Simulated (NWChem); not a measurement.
## Total energies of Ga

```
Ga
```
Charge 0, spin multiplicity 2.

The numbers come from NWChem runs, not from measurements.

Basis set: def2-TZVP (48 functions).

```csv
method,total energy (Ha)
UHF,-1923.22349
UMP2,-1923.40055
UB2PLYP,-1924.44228
UPBE,-1924.51515
UB3LYP,-1924.86111
UBLYP,-1924.88704
```

Total energies of different functionals aren't comparable as a measure of quality: only differences taken within one method are. 

The Hamiltonian is non-relativistic. The correlated methods keep 9 core orbitals frozen. B3LYP has NWChem's definition, with VWN1-RPA local correlation. The stability of the SCF solutions was not checked. Open-shell Hartree-Fock references start from PBE0 orbitals.
